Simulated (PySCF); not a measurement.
Compound: C3H3BrF2.
Numbering: `[CH2:1]=[CH:2][C:3]([F:4])([F:5])[Br:6]` (hydrogens: H7, H8 on C1; H9 on C2)

All values: wB97X-D/def2-SVPD (PySCF, non-relativistic), on one gas-phase PBE0-D3(BJ)/def2-SVP geometry that isn't relaxed in the solvent. The solvent is an IEF-PCM continuum (Bondi radii, 1.10 Å for H, scaled by 1.2), and excitations are vertical TDDFT with non-equilibrium linear response and a frozen core. Only the electrostatic response of the medium enters. Spin–orbit coupling is left out although an atom past zinc is present.

Gas-phase singlets (H = HOMO, L = LUMO):

```
state  E (eV)  λ (nm)      f  leading configurations
   S1   5.836     212  0.045      H→L 72%, H-2→L 12%
   S2   6.010     206  0.000  H-1→L 83%, H-1→L+1 13%
   S3   7.122     174  0.310      H-2→L 74%, H→L 18%
   S4   7.560     164  0.099               H→L+1 79%
   S5   7.774     159  0.033     H-3→L 80%, H-4→L 9%
```

Q: What are the lowest 5 singlets in dimethylsulfoxide (ε = 46.83)?

A: 
```
state  E (eV)  λ (nm)      f  leading configurations  change by rank (eV)
   S1   5.875     211  0.088      H→L 74%, H-2→L 15%               +0.039
   S2   6.133     202  0.000  H-1→L 86%, H-1→L+1 10%               +0.123
   S3   6.923     179  0.337      H-2→L 71%, H→L 20%               -0.199
   S4   7.624     163  0.194               H→L+1 74%               +0.064
   S5   7.742     160  0.034               H-3→L 75%               -0.032
```

Q: What are the lowest 5 singlets in water (ε = 78.36)?

A: 
| state | E (eV) | λ (nm) | f | leading configurations | change by rank (eV) |
| --- | --- | --- | --- | --- | --- |
| S1 | 5.886 | 211 | 0.080 | H→L 73%, H-2→L 16% | +0.050 |
| S2 | 6.139 | 202 | 0.000 | H-1→L 87%, H-1→L+1 10% | +0.129 |
| S3 | 6.947 | 178 | 0.309 | H-2→L 72%, H→L 20% | -0.175 |
| S4 | 7.640 | 162 | 0.196 | H→L+1 74% | +0.080 |
| S5 | 7.748 | 160 | 0.030 | H-3→L 73% | -0.026 |

Q: The ground-state energy changes by -0.125 eV from gas to water. By how much does the total energy of gas-phase S1 change?

A: E(S1) = E(S0) + excitation energy, so it changes by -0.125 + 0.050 = -0.075 eV: it is lowered less than the ground state, which is what a blue shift means. This is the vertical state, with the slow part of the continuum still set for S0.

Q: How do the frontier levels move from gas to water?

A: 
```csv
orbital,gas (eV),solvent (eV),change (eV),"Löwdin shares, gas","Löwdin shares, solvent"
LUMO+2,2.28,2.37,+0.09,"C1 25 %, Br6 25 %, C2 14 %, H8 10 %","Br6 43 %, C1 14 %, C2 12 %, C3 10 %"
LUMO+1,1.69,1.83,+0.14,"Br6 34 %, C2 18 %, C1 17 %, C3 14 %","Br6 30 %, C1 20 %, C2 20 %, C3 13 %"
LUMO,0.36,0.48,+0.12,"Br6 33 %, C1 21 %, C3 17 %, C2 16 %","Br6 39 %, C3 19 %, C1 17 %, C2 13 %"
HOMO,-10.11,-10.01,+0.10,"Br6 50 %, C2 21 %, C1 20 %","Br6 36 %, C2 28 %, C1 26 %"
HOMO-1,-10.59,-10.71,-0.12,"Br6 86 %, C3 6 %","Br6 86 %, C3 6 %"
HOMO-2,-11.13,-11.09,+0.04,"Br6 44 %, C2 20 %, C1 17 %, C3 9 %","Br6 56 %, C2 14 %, C1 11 %, C3 10 %"
HOMO-3,-12.11,-12.03,+0.08,"Br6 26 %, F4 18 %, C3 15 %, F5 14 %","Br6 23 %, F4 16 %, C3 15 %, C2 14 %"
```

The HOMO–LUMO gap goes from 10.47 to 10.49 eV. Rows go by rank; for LUMO+2 the atom shares or the degeneracy differ between the runs, so the row needn't follow one orbital.

Shape of the structure used: `[CH2:1]=[CH:2][C:3]([F:4])([F:5])[Br:6]`: C1–C2–C3–F4 -128°.

The pairwise dispersion term of wB97X-D wasn't added to the energies; at a given geometry it leaves orbitals and properties as they are.
